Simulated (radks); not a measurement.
Valence configurations of Mn (all share [Ar]). Calculated with a radial shooting solver on a logarithmic mesh with Libxc functionals: scalar-relativistic Kohn-Sham, PBE, spin-polarised, spherical densities, point nucleus; open shells are filled with parallel spins first. Energies are relative to 3d5 4s2; eigenvalues in eV for spin up.

| valence | E (eV) | moment (Bohr magnetons) | e(3d) | e(4p) | e(4s) |
|---|---|---|---|---|---|
| 3d5 4s2 | 0.000 | 5 | -8.146 | - | -5.508 |
| 3d5 4s1.5 4p0.5 | 1.288 | 6 | -8.879 | -2.098 | -6.175 |
| 3d6 4s1 | 1.341 | 5 | -4.433 | - | -4.681 |
| 3d5 4s1 4p1 | 2.229 | 7 | -9.479 | -2.477 | -6.698 |
| 3d4.5 4s2 4p0.5 | 3.864 | 5 | -11.194 | -2.293 | -6.630 |
| 3d7 | 5.002 | 3 | -2.771 | - | - |
| 3d4 4s2 4p1 | 8.935 | 5 | -14.389 | -2.979 | -7.694 |
| 3d4 4s1 4p2 | 11.528 | 7 | -15.447 | -3.722 | -8.668 |
| 3d4 4p3 | 16.528 | 7 | -16.679 | -4.255 | - |

NIST lists [Ar] 3d5 4s2 as the ground configuration; this level of theory agrees among the configurations tried. The energies are those of spherical high-spin densities, not of single terms. No valid solution was reached for [Ar] 3d5 4p2.
